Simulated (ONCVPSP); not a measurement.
Before and after: ONCV potential for carbon

C (Z = 6), optimised norm-conserving Vanderbilt (ONCV), made with ONCVPSP 4.0.1 (Wu-Cohen, scalar-relativistic). Core [He], reference 2s2 2p0.5 (charge +1.5). Waves: 2s: rc 1.10 bohr, ncon 3, nbas 7, qcut 6.9 1/bohr, 2 projectors, debl 1.8 Ha; 2p: rc 2.10 bohr, ncon 4, nbas 7, qcut 7.9 1/bohr, 1 projector; d scattering state at 0.18 Ha: rc 1.85 bohr, ncon 4, nbas 7, qcut 6 1/bohr, 1 projector. Local part: polynomial inside 0.85 bohr (lpopt 5, dvloc0 3 Ha). Core correction: none.

All-electron outer shells of the reference configuration (Wu-Cohen, scalar-relativistic, ld1.x):

| shell | level (eV) | outermost node (bohr) | outermost maximum (bohr) |
| --- | --- | --- | --- |
| 1s | -297.28 | – | 0.18 |
| 2s | -32.69 | 0.37 | 1.16 |
| 2p | -23.96 | – | 1.06 |

Change: p: qcut 9.5.

Cutoffs: the cutoffs (Ha) at which the residual kinetic energy of the hardest occupied pseudo-wave falls to 1 and 0.1 mHa per electron; they do not see the model core or the augmentation charge, which bear on the density cutoff. Errors are all-electron minus pseudo energies relative to the spin-unpolarised reference configuration.

Question: How do hardness, ghosts and transferability respond?

Answer: The potential gets neither clearly harder nor softer (19 Ha and 28 Ha → 19 Ha and 28 Ha); of the 4 tests that both files solve, the error grows in 0 and shrinks in 3 by more than 15 % and 0.3 meV (median size 56.2 → 46.9 meV); neither file shows a bound ghost.

| quantity | base | changed |
| --- | --- | --- |
| cutoff, loose | 19 Ha | 19 Ha |
| cutoff, tight | 28 Ha | 28 Ha |
| loose cutoff by channel | s 19 Ha, p 17 Ha | s 19 Ha, p 19 Ha |
| bound ghosts | none | none |
| GHOST(+) flags under 300 eV | none | none |
| error for 2s2 2p2, meV [ΔE -21.01 eV] | +78 | +64 |
| error for 2s2 2p1, meV [ΔE -10.20 eV] | +19 | +16 |
| error for 2s2 2p0, meV [ΔE 13.87 eV] | +35 | +30 |
| error for 2s1 2p3, meV [ΔE -12.58 eV] | +136 | +113 |
| s: phases at 1.12 bohr within 0.05 rad from the reference energy up to (Ha; the scan ends near 5) | to the end of the scan | to the end of the scan |
| p: phases at 2.13 bohr within 0.05 rad from the reference energy up to (Ha; the scan ends near 5) | 0.2 | 0.3 |
| d: phases at 1.88 bohr within 0.05 rad from the reference energy up to (Ha; the scan ends near 5) | 3.9 | 3.9 |
